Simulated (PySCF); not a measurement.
## Working out the ionisation energy of Re⁺

Re⁺ [Xe] 4f14 5d5 6s1 (7S) → Re²⁺ [Xe] 4f14 5d5 (6S). Calculation: PySCF 2.14, in def2-TZVPPD with the def2 core potential (60 electrons) (6s5p3d2f1g, 59 functions); scalar relativity through the core potential. Frozen: 5s2 5p6. Energies in hartree (1 hartree = 27.21139 eV):

```csv
part,Re⁺ (lower),Re²⁺ (upper)
UHF,-77.317670,-76.741838
CCSD correlation,-0.080593,-0.057505
(T),-0.001507,-0.000700
```

Problem. What does Hartree-Fock give?

Solution. (-76.741838) − (-77.317670) = 0.575832 hartree = 15.669 eV.

Problem. What do CCSD and CCSD(T) give?

Solution. The CCSD correlation energies differ by 0.023088 hartree = 0.628 eV and the triples by 0.000807 hartree = 0.022 eV, so CCSD gives 16.297 eV and CCSD(T) 16.319 eV.

Reference: 16.6 ± 0.5 eV (semi-empirical (NIST evaluation); NIST Atomic Spectra Database, ionization energies).

What remains against the reference includes basis incompleteness, the frozen core and higher excitations.
